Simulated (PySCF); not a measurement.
A structure optimised at PBE0-D3(BJ)/def2-SVP, used in a PySCF frequency run:

```
O
B 1 1.3547
O 2 1.3674 1 116.37
H 3 0.9589 2 114.73 1 179.35
O 2 1.3738 1 119.07 3 -179.91
H 5 0.9590 2 115.17 1 178.00
C 1 1.4089 2 121.47 3 -178.10
H 7 1.1019 1 106.69 2 -156.26
H 7 1.1035 8 107.52 1 -118.51
C 7 1.5140 8 110.22 9 -120.02
H 10 1.1003 7 110.58 8 177.07
H 10 1.1005 11 108.49 7 -121.40
H 10 1.1009 11 108.09 12 -117.28
```
Charge 0, spin multiplicity 1.

Task: Write its SMILES and formula.

Result: CCOB(O)O, C2H7BO3

Task: What are its rotational constants (standard atomic weights)?

Result: 6.9481, 2.2704, 1.9608 GHz
